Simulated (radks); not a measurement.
Results of a calculation; reference values are marked as such.
All-electron atom: Dy LI in [Ne] 3s2 3p4 (the NIST ground configuration).

Level of theory: scalar-relativistic Kohn-Sham, exchange-only LDA, spin-polarised, spherical densities, point nucleus; open shells are filled with parallel spins first (spin-orbit coupling, left out, can overturn this in heavy ions) (a radial shooting solver on a logarithmic mesh with Libxc functionals).

Energy parts (eV):
| part | energy |
|---|---|
| total | -263474.63 |
| kinetic | 288808.11 |
| electron-nucleus | -578986.17 |
| Hartree | 30333.47 |
| exchange | -3630.04 |

Orbitals (lengths in bohr, moments of r in powers of bohr; r(max) is where P^2 peaks):
| orbital | occ. | eigenvalue (eV) | <r^2> | r(max) |
|---|---|---|---|---|
| 1s up | 1 | -57095.22 | 0.0006098 | 0.01338 |
| 1s down | 1 | -57088.27 | 0.0006097 | 0.01338 |
| 2s up | 1 | -12281.95 | 0.009308 | 0.07570 |
| 2s down | 1 | -12275.93 | 0.009301 | 0.07570 |
| 2p up | 3 | -11306.13 | 0.007488 | 0.06129 |
| 2p down | 3 | -11298.81 | 0.007485 | 0.06131 |
| 3s up | 1 | -4835.045 | 0.05300 | 0.2043 |
| 3s down | 1 | -4817.249 | 0.05308 | 0.2043 |
| 3p up | 3 | -4540.157 | 0.05119 | 0.1982 |
| 3p down | 1 | -4522.213 | 0.05128 | 0.1982 |

The highest occupied level is 3p down at -4522.2 eV. Spin moment in Bohr magnetons: 2. Summed over all electrons, <r^2> = 0.3757 bohr^2, which gives a Langevin (diamagnetic) susceptibility term of -0.298 x 10^-6 cm^3/mol. For comparison, the ionisation energy in NIST's Atomic Spectra Database is 4523 eV (theoretical). In exact Kohn-Sham theory the highest level is minus the ionisation energy, but local and semilocal functionals leave it too shallow, through self-interaction and a potential that decays too fast; potentials with the right tail come closer.
